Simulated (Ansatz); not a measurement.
Ansatz (a program for electronic structure) input for C₂H₂BrCl, SMILES Cl/C=C\Br, PBE-D3(BJ)/def2-SVP. 

Ansatz 0.2 input:
```yaml
crystal:
  periodic: [false, false, false]
  atoms:
    - {symbol: Cl, position_ang: [0.55664681, 2.10657785, 0.00000000]}
    - {symbol: C, position_ang: [-0.97713693, 1.31450968, 0.00000000]}
    - {symbol: C, position_ang: [-1.16397845, -0.00712980, 0.00000000]}
    - {symbol: Br, position_ang: [0.21112221, -1.29208919, 0.00000000]}
    - {symbol: H, position_ang: [-1.83389584, 1.99261031, 0.00000000]}
    - {symbol: H, position_ang: [-2.17168503, -0.42559133, 0.00000000]}
basis:
  gaussian:
    orbitals: def2-SVP
hamiltonian:
  xc: pbe
  dispersion: d3bj
relax: {f_tol: 0.002, max_steps: 200}
```

Log of the run:

```
Functional definition: PBE
integrals: 0.04 GiB planned
972 factors; their error is unknown
mean field: 0.20 GiB planned
mean field evaluation 1: about -84635.3323 eV, gradient 5.4e1 eV
mean field evaluation 2: about -84618.8170 eV, gradient 9.1e1 eV
mean field evaluation 4: about -84642.4218 eV, gradient 6.5e0 eV
mean field evaluation 8: about -84642.5278 eV, gradient 1.4e-1 eV
mean field evaluation 16: about -84642.4420 eV, gradient 2.4e-4 eV
mean field -84642.44199562 eV, -3110.5523706311 hartree, gradient 3.2e-5 eV, S^2 0.000000; 0 other end points of the search recorded, 0 dependent functions left out
the calculation of the forces begins
reference -84642.44202353 eV, -3110.5523716569 hartree; 33, 33 occupied and 55, 55 virtual orbitals, 972 factors
relax step   1: F+E_penalty+E_count = -84642.59448678 eV  Δ(F+E_penalty+E_count) = +0.000e0 eV  max|allowed force component| = 5.171e-1 eV/Å  Δτ_max = 0.0000 Å  (28 SCF iters, accepted)
these checks for a lower state are left out or cut short: starts, cluster_reference, orbital_swaps, neighbouring_geometries, increment
integrals: 0.04 GiB planned
972 factors; their error is unknown
mean field: 0.20 GiB planned
mean field -84642.44755707 eV, -3110.5525750108 hartree, gradient 9.4e-6 eV, S^2 0.000000; 0 other end points of the search recorded, 0 dependent functions left out
the calculation of the forces begins
reference -84642.44758503 eV, -3110.5525760383 hartree; 33, 33 occupied and 55, 55 virtual orbitals, 972 factors
relax step   2: F+E_penalty+E_count = -84642.59986054 eV  Δ(F+E_penalty+E_count) = -5.374e-3 eV  max|allowed force component| = 1.452e-1 eV/Å  Δτ_max = 0.0087 Å  (32 SCF iters, accepted)
these checks for a lower state are left out or cut short: starts, cluster_reference, orbital_swaps, neighbouring_geometries, increment
integrals: 0.04 GiB planned
972 factors; their error is unknown
mean field: 0.20 GiB planned
mean field evaluation 32: about -84642.4480 eV, gradient 8.9e-4 eV
mean field -84642.44800117 eV, -3110.5525913311 hartree, gradient 9.6e-6 eV, S^2 0.000000; 0 other end points of the search recorded, 0 dependent functions left out
the calculation of the forces begins
reference -84642.44802914 eV, -3110.5525923589 hartree; 33, 33 occupied and 55, 55 virtual orbitals, 972 factors
relax step   3: F+E_penalty+E_count = -84642.60033487 eV  Δ(F+E_penalty+E_count) = -4.743e-4 eV  max|allowed force component| = 2.723e-2 eV/Å  Δτ_max = 0.0029 Å  (32 SCF iters, accepted)
these checks for a lower state are left out or cut short: starts, cluster_reference, orbital_swaps, neighbouring_geometries, increment
integrals: 0.04 GiB planned
972 factors; their error is unknown
mean field: 0.20 GiB planned
mean field -84642.44800025 eV, -3110.5525912974 hartree, gradient 5.7e-5 eV, S^2 0.000000; 0 other end points of the search recorded, 0 dependent functions left out
the calculation of the forces begins
reference -84642.44802822 eV, -3110.5525923251 hartree; 33, 33 occupied and 55, 55 virtual orbitals, 972 factors
relax step   4: F+E_penalty+E_count = -84642.60035651 eV  Δ(F+E_penalty+E_count) = -2.164e-5 eV  max|allowed force component| = 7.160e-3 eV/Å  Δτ_max = 0.0007 Å  (20 SCF iters, accepted)
these checks for a lower state are left out or cut short: starts, cluster_reference, orbital_swaps, neighbouring_geometries, increment
integrals: 0.04 GiB planned
972 factors; their error is unknown
mean field: 0.20 GiB planned
mean field -84642.44799877 eV, -3110.5525912431 hartree, gradient 5.5e-5 eV, S^2 0.000000; 0 other end points of the search recorded, 0 dependent functions left out
the calculation of the forces begins
reference -84642.44802674 eV, -3110.5525922707 hartree; 33, 33 occupied and 55, 55 virtual orbitals, 972 factors
relax step   5: F+E_penalty+E_count = -84642.60036067 eV  Δ(F+E_penalty+E_count) = -4.156e-6 eV  max|allowed force component| = 1.696e-3 eV/Å  Δτ_max = 0.0006 Å  (20 SCF iters, accepted)
integrals: 0.04 GiB planned
972 factors; their error is unknown
mean field: 0.20 GiB planned
mean field evaluation 64: about -84642.4480 eV, gradient 3.3e-5 eV
mean field -84642.44799877 eV, -3110.5525912431 hartree, gradient 5.5e-5 eV, S^2 0.000000; 1 other end points of the search recorded, 0 dependent functions left out
the calculation of the forces begins
reference -84642.44802674 eV, -3110.5525922707 hartree; 33, 33 occupied and 55, 55 virtual orbitals, 972 factors
Total energy: -84642.60038863 eV, -3110.5581914669 hartree
Atom 0 at     0.559918     2.105305     0.000000 Å, force     0.000684     0.000698    -0.000000 eV/Å
Atom 1 at    -0.973721     1.319321    -0.000000 Å, force     0.000809    -0.001353     0.000000 eV/Å
Atom 2 at    -1.162784    -0.012954    -0.000000 Å, force     0.000188    -0.000180     0.000000 eV/Å
Atom 3 at     0.214200    -1.290910    -0.000000 Å, force     0.000468    -0.000608     0.000000 eV/Å
Atom 4 at    -1.837879     2.001720    -0.000000 Å, force    -0.001696     0.000181     0.000000 eV/Å
Atom 5 at    -2.178662    -0.433594     0.000000 Å, force    -0.000453     0.001263    -0.000000 eV/Å
Dipole moment:    -0.305459     0.059112    -0.000000 e Å
```

The run converged.

Cost: around 17 core-seconds (rough).
